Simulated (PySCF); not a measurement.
C₃H₄F₃O (doublet state).
SMILES with atom numbers: `[CH3:1][C:2]([OH:3])[C:4]([F:5])([F:6])[F:7]` (hydrogens: H8, H9, H10 on C1; H11 on O3)

Structure used (GFN2-xTB), in Å, numbered top down from 1:
```
atom  x, y, z in Å
C1     1.3870   -0.1074    0.3877
C2     0.0275    0.3948    0.0845
O3    -0.1305    1.7151   -0.2090
C4    -1.0663   -0.5496   -0.2233
F5    -2.2483    0.0811   -0.3660
F6    -0.8894   -1.2558   -1.3801
F7    -1.2285   -1.4904    0.7254
H8     1.8550   -0.5584   -0.4941
H9     1.3467   -0.8699    1.1652
H10    2.0017    0.7254    0.7164
H11   -1.0495    1.9178   -0.4326
```

The hyperfine couplings belong to this conformer and change with its torsions.

Method: UKS B3LYP, pcH-1 on C F H O, non-relativistic, mean-field spin-orbit, GIAO in PySCF. The structure is a single GFN2-xTB conformer in the gas phase; no vibrational or solvent corrections. Couplings are sensitive to structure, and on GFN2-xTB geometries they can be far from those on DFT ones. The SCF solution wasn't tested for stability.

Question: Give the principal g shifts and their parts.

Answer: 
```
                    Δg (ppm)     1     2     3
relativistic mass correction  -223  -223  -223
            gauge correction    13    64    58
   orbital Zeeman/spin–orbit   149   869  1796
                       total   -60   711  1631
```

So g = 2.00226, 2.00303, 2.00395 and g_iso = 2.00308; the tensor is rhombic: the two nearest values differ by 46 % of g3 − g1. Axes: g2 points within 3° of the C2–O3 bond.

Question: What are the electron Larmor frequencies g μB B/h along the three axes at 330 mT?

Answer: 9.2480, 9.2515, 9.2558 GHz for g1, g2 and g3, a range of 7.8 MHz.

Question: What effective moment and Curie constant follow for a powder?

Answer: With the mean of g² = 4.0123 and S(S+1) = 0.75: μ_eff = √(⟨g²⟩S(S+1)) = 1.735 μB and χT = 0.12505·⟨g²⟩·S(S+1) = 0.376 cm³ K/mol (cgs; spin-Hamiltonian part alone).

Question: In a frozen sample, at which fields do the three g values resonate at 9.5, 34, 94 and 263 GHz (hyperfine left aside), and which band first spreads them over more than twice a line width of 1.0 mT?

Answer: 
```csv
band,GHz,B(g3) mT,B(g2) mT,B(g1) mT,spread mT
X,9.5,338.71,338.86,338.99,0.29
Q,34.0,1212.22,1212.77,1213.24,1.02
W,94.0,3351.42,3352.96,3354.25,2.83
J,263.0,9376.86,9381.17,9384.78,7.92
```

The spread grows in proportion to the frequency. W band is the first where it exceeds 2.0 mT.

The Mulliken spin populations are largest on C2 (+0.80), O3 (+0.14) and C1 (-0.07). The angles at C2 add up to 358.3°, so it is nearly planar.

The HOMO–LUMO gaps are 6.17 eV among the α and 8.33 eV among the β orbitals.
